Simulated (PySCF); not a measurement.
CuF⁻: from constants to spectrum

UHF constants of CuF⁻, ²Σ⁺ (doublet), unpaired electrons σ ↑ (basis Cu def2-TZVPPD, F def2-TZVPPD; no relativity; PySCF 2.14; masses 62.9296 and 18.9984 u):

- ωe: 411.0 cm⁻¹
- ωexe: 3.98 cm⁻¹
- Be: 0.31095 cm⁻¹
- αe: 0.00382 cm⁻¹

Task: What force constant and bond length do these constants imply?

Result: Reduced mass μred = 14.593 u; k = 5.8918×10⁻⁷·μred·ωe² (u, cm⁻¹, mdyn/Å) = 1.45 mdyn/Å; Re = √(16.8576/(μred·Be)) (u, cm⁻¹, Å) = 1.927 Å.

Task: Estimate the centrifugal constant D from the Kratzer relation and find the Dunham coefficient a1.

Result: D = 4Be³/ωe² = 7.12e-07 cm⁻¹; a1 = −1 − αeωe/(6Be²) = -3.71.

Hartree–Fock leaves out correlation, which carries a large part of most bond energies and some tenths to 1 eV of ionisation energies. The state is the lowest single determinant that the PBE0 search found; with open d or f shells the true ground state can be another one.
